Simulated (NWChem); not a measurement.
System: AlH$_{3}$S; SMILES [AlH2][SH]

Excerpt of the output:

```
             Northwest Computational Chemistry Package (NWChem) 7.3.0
             --------------------------------------------------------

 C1  symmetry detected

                             Geometry "geometry" -> ""
                             -------------------------

 Output coordinates in angstroms (scale by  1.889725989 to convert to a.u.)

  No.       Tag          Charge          X              Y              Z
 ---- ---------------- ---------- -------------- -------------- --------------
    1 Al                  13.0000     0.00011760    -1.11315697    -0.01687245
    2 H                    1.0000     1.31776357    -1.90351148    -0.02188637
    3 H                    1.0000    -1.31825587    -1.90300410    -0.02794488
    4 S                   16.0000     0.00030423     1.06902208    -0.06224850
    5 H                    1.0000    -0.00590417     1.17320293     1.26514903

 Effective nuclear repulsion energy (a.u.)      74.0691604294

                                Z-matrix (autoz)
                                --------

 Units are Angstrom for bonds and degrees for angles

      Type          Name      I     J     K     L     M      Value
      ----------- --------  ----- ----- ----- ----- ----- ----------
    1 Stretch                  1     2                       1.53651
    2 Stretch                  1     3                       1.53691
    3 Stretch                  1     4                       2.18265
    4 Stretch                  4     5                       1.33149
    5 Bend                     1     4     5                93.29637
    6 Bend                     2     1     3               118.11508
    7 Bend                     2     1     4               120.93926
    8 Bend                     3     1     4               120.91272
    9 Torsion                  2     1     4     5         -91.20020
   10 Torsion                  3     1     4     5          90.92673

                           NWChem Geometry Optimization
                           ----------------------------

 maximum gradient threshold         (gmax) =   0.000450
 rms gradient threshold             (grms) =   0.000300
 maximum cartesian step threshold   (xmax) =   0.001800
 rms cartesian step threshold       (xrms) =   0.001200
 fixed trust radius                (trust) =   0.300000
 source of zmatrix                         =   autoz

          -------------------
          Energy Minimization
          -------------------

[...]

      ----------------------
      Optimization converged
      ----------------------

  Step       Energy      Delta E   Gmax     Grms     Xrms     Xmax
  ---- ---------------- -------- -------- -------- -------- --------
@   17    -641.98711044 -9.3D-08  0.00003  0.00001  0.00061  0.00149
                                     ok       ok       ok       ok

                                Z-matrix (autoz)
                                --------

 Units are Angstrom for bonds and degrees for angles

      Type          Name      I     J     K     L     M      Value     Gradient
      ----------- --------  ----- ----- ----- ----- ----- ---------- ----------
    1 Stretch                  1     2                       1.58246    0.00003
    2 Stretch                  1     3                       1.58489    0.00001
    3 Stretch                  1     4                       2.18612    0.00000
    4 Stretch                  4     5                       1.35166   -0.00000
    5 Bend                     1     4     5                94.81818   -0.00001
    6 Bend                     2     1     3               124.81330   -0.00000
    7 Bend                     2     1     4               116.15114    0.00000
    8 Bend                     3     1     4               119.03556   -0.00000
    9 Torsion                  2     1     4     5        -179.97991    0.00000
   10 Torsion                  3     1     4     5           0.01808    0.00000

                         Geometry "geometry" -> "geometry"
                         ---------------------------------

 Output coordinates in angstroms (scale by  1.889725989 to convert to a.u.)

[...]

 Rotational Constants
 --------------------
 A=   2.938761 cm-1  (  4.228127 K)
 B=   0.214698 cm-1  (  0.308896 K)
 C=   0.200081 cm-1  (  0.287865 K)

 Temperature                      =   298.15K
 frequency scaling parameter      =   1.0000

 Zero-Point correction to Energy  =   14.251 kcal/mol  (  0.022710 au)
 Thermal correction to Energy     =   16.796 kcal/mol  (  0.026766 au)
 Thermal correction to Enthalpy   =   17.388 kcal/mol  (  0.027710 au)

 Total Entropy                    =   63.986 cal/mol-K
   - Translational                =   38.275 cal/mol-K (mol. weight =  61.9771)
   - Rotational                   =   22.064 cal/mol-K (symmetry #  =        1)
   - Vibrational                  =    3.647 cal/mol-K

 Cv (constant volume heat capacity) =   12.806 cal/mol-K
   - Translational                  =    2.979 cal/mol-K
   - Rotational                     =    2.979 cal/mol-K
   - Vibrational                    =    6.847 cal/mol-K

[normal modes left out]

 ----------------------------------------------------------------------------
 Normal Eigenvalue ||           Projected Infra Red Intensities
  Mode   [cm**-1]  || [atomic units] [(debye/angs)**2] [(KM/mol)] [arbitrary]
 ------ ---------- || -------------- ----------------- ---------- -----------
    1       -0.000 ||    0.000333           0.008         0.325       0.054
    2       -0.000 ||    0.000415           0.010         0.405       0.067
    3        0.000 ||    0.000003           0.000         0.003       0.000
    4        0.000 ||    0.000330           0.008         0.322       0.053
    5        0.000 ||    0.000322           0.007         0.314       0.052
    6        0.000 ||    0.006683           0.154         6.515       1.080
    7      370.750 ||    0.019790           0.457        19.292       3.199
    8      423.073 ||    0.052291           1.206        50.975       8.452
    9      501.715 ||    0.026055           0.601        25.400       4.211
   10      584.822 ||    0.196172           4.526       191.239      31.709
   11      686.338 ||    0.014247           0.329        13.888       2.303
   12      769.136 ||    0.294763           6.800       287.350      47.644
   13     1950.241 ||    0.110325           2.545       107.551      17.833
   14     1970.527 ||    0.205825           4.749       200.649      33.269
   15     2716.547 ||    0.000457           0.011         0.445       0.074
 ----------------------------------------------------------------------------
```

Level: PBE0/def2-SVP. 

Problem. Reconstruct the input file.

Solution. This is not unique; one that fits is the input that was run:
```
start job
memory heap 200 mb stack 900 mb global 1100 mb
geometry units angstroms
  Al    -0.655507    -0.851570     0.376729
  H     -0.108027    -1.892461     1.365510
  H     -2.107025    -1.003548    -0.105026
  S      0.612940     0.757518    -0.375496
  H      0.262831     1.593396     0.600008
end
basis spherical
  * library def2-svp
end
dft
  xc pbe0
  iterations 150
end
driver
  maxiter 120
end
task dft optimize
task dft freq
```
